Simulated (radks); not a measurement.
Numerical settings for neutral silver, [Kr] 4d10 5s1. Method: Dirac Kohn-Sham, PBE, spin-unpolarised, spherical densities, finite nucleus; Fermi nuclear charge, rms radius 4.5454 fm; computed with a radial shooting solver on a logarithmic mesh with Libxc functionals. The defaults (mesh step 0.008 in ln r, mesh end at 40 bohr or more with all orbitals vanishing there, Anderson mixing 0.5 over 9 steps, residual threshold near 1e-9 with the energy settled to 1e-9 hartree or 1e-11 of itself, here a cap of 84 iterations) give E = -5317.1307 hartree and 5s1/2 at -4.406 eV in 15 iterations. Run on one thread of a shared host, so times are rough (Arm Neoverse V2): 0.12 s of CPU time, 0.12 s wall, 15 iterations on 2437 mesh points. One setting is changed at a time: mesh step in ln r 0.2; mesh step in ln r 0.02; mesh step in ln r 0.03; mesh end (bohr) 20; mesh end (bohr) 12; residual threshold 0.01; residual threshold 1e-05; mixing 1.5; linear mixing, mixing 0.8; linear mixing, mixing 1; mixing history 3; iteration cap 2. Which runs fail to converge, and which converge to a wrong energy?

Answer. Not converged within the cap: mesh step in ln r 0.2; linear mixing, mixing 0.8; linear mixing, mixing 1; iteration cap 2. No run marked as converged misses the energy by more than 1 mhartree.
